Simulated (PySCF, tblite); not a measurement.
Isomers of C3H14NPSi2, one GFN2-xTB conformer each. Single-point energies are computed at PBE0/pcSseg-1 (PySCF, gas phase, no added dispersion term), electronic only.

Question: Rank them by PBE0/pcSseg-1 energy, lowest first (kJ/mol).
A. `[CH2:1]=[P:2]([CH3:3])([CH3:4])[N:5]([SiH3:6])[SiH3:7]` with C1–P2–N5–Si6 178°
B. `[CH3:1][Si@:2]([NH2:3])([PH2:4])[CH2:5][CH2:6][SiH3:7]` with C1–Si2–N3–H -52° and 173°, C1–Si2–P4–H -66° and 26°, C1–Si2–C5–C6 171°, Si2–C5–C6–Si7 -177°

Answer: B (0.0), A (150.5).

As drawn, the lower has an N–H bond and an Si–C bond, which the higher lacks. GFN2-xTB itself gives, in the same order: 51.5, 0.0. GFN2-xTB puts C=P(C)(C)N([SiH3])[SiH3] lowest instead.

Which frontier levels, dipoles and rotational constants go with these structures?

```csv
SMILES,"HOMO (eV, PBE0/pcSseg-1)",LUMO (eV),dipole (D),"A, B, C (MHz)"
C[Si@](N)(P)CC[SiH3],-6.81,0.52,1.35,"1941, 690.8, 608.1"
C=P(C)(C)N([SiH3])[SiH3],-5.72,0.23,5.60,"1589, 1426, 980.8"
```

What happens when harmonic zero-point energies from GFN2-xTB frequencies are added?

```json
{"SMILES": "C[Si@](N)(P)CC[SiH3]", "ZPE (kJ/mol)": "417.9", "electronic (kJ/mol)": "0.0", "with ZPE (kJ/mol)": "0.0"}
{"SMILES": "C=P(C)(C)N([SiH3])[SiH3]", "ZPE (kJ/mol)": "399.7", "electronic (kJ/mol)": "150.5", "with ZPE (kJ/mol)": "132.3"}
```

The zero-point energies span 18.2 kJ/mol. The order is unchanged.
